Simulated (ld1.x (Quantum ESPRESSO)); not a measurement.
**Scattering properties, TM potential for In**

```
Element                 : indium (In)
Generator               : ld1.x (Quantum ESPRESSO) 7.5
Type                    : norm-conserving Troullier–Martins (Kleinman–Bylander form)
Functional              : PBE
Relativity              : fully relativistic
Frozen core             : [Kr]
Valence charge          : 13
Reference configuration : 4d10 5s2 5p1
Partial waves           : 5p (bound): rc 2.15 bohr; 4d (bound): rc 1.35 bohr; 5s (bound): rc 1.70 bohr
Local potential         : the s channel
Core correction         : none
```

Open shells are filled in proportion to 2j + 1 (rel_dist='average').

The phase is arctan(r·u′/u) with u = r·R(r), unwrapped; energies in Ry, scanned from -3 to 5 Ry. A pole is an energy at which the radial function vanishes at the test radius. The pseudo phase is shifted by a multiple of π to meet the all-electron one at the reference energy, and phase errors are pseudo minus all-electron; the curves can meet again beyond the range given. Levels narrower than the energy grid can be missing from the lists of poles.

Q: For each channel, where are the poles, and over which energies does the pseudopotential scatter like the atom?

A:

```json
{"channel": "s", "radius (bohr)": "2.34", "reference energy (Ry)": "-0.60", "poles, all-electron": "2.02", "poles, pseudo": "1.66", "unbroken range about the reference energy with phases within 0.05 rad": "below 2.0", "phase error 1 Ry above the reference energy (rad)": "-0.011"}
{"channel": "p1/2", "radius (bohr)": "2.34", "reference energy (Ry)": "-0.20", "poles, all-electron": "3.33", "poles, pseudo": "3.23", "unbroken range about the reference energy with phases within 0.05 rad": "the whole range", "phase error 1 Ry above the reference energy (rad)": "-0.007"}
{"channel": "p3/2", "radius (bohr)": "2.34", "reference energy (Ry)": "-0.18", "poles, all-electron": "3.61", "poles, pseudo": "3.31", "unbroken range about the reference energy with phases within 0.05 rad": "the whole range", "phase error 1 Ry above the reference energy (rad)": "-0.018"}
{"channel": "d3/2", "radius (bohr)": "2.34", "reference energy (Ry)": "-1.41", "poles, all-electron": "-1.20", "poles, pseudo": "-1.19", "unbroken range about the reference energy with phases within 0.05 rad": "below 0.7", "phase error 1 Ry above the reference energy (rad)": "+0.013"}
{"channel": "d5/2", "radius (bohr)": "2.34", "reference energy (Ry)": "-1.34", "poles, all-electron": "-1.12", "poles, pseudo": "-1.12", "unbroken range about the reference energy with phases within 0.05 rad": "below 0.8", "phase error 1 Ry above the reference energy (rad)": "+0.013"}
```

Phases in the p1/2 channel:

```
E (Ry)  all-electron  pseudo
 -3.00         1.293   1.289
 -2.52         1.261   1.257
 -2.04         1.216   1.213
 -1.56         1.151   1.148
 -1.08         1.043   1.041
 -0.60         0.840   0.839
 -0.12         0.387   0.387
  0.36        -0.430  -0.435
  0.84        -1.004  -1.012
  1.32        -1.259  -1.267
  1.80        -1.389  -1.397
  2.28        -1.468  -1.475
  2.76        -1.522  -1.530
  3.24        -1.564  -1.571
  3.72        -1.598  -1.606
  4.20        -1.630  -1.638
  4.68        -1.660  -1.669
```
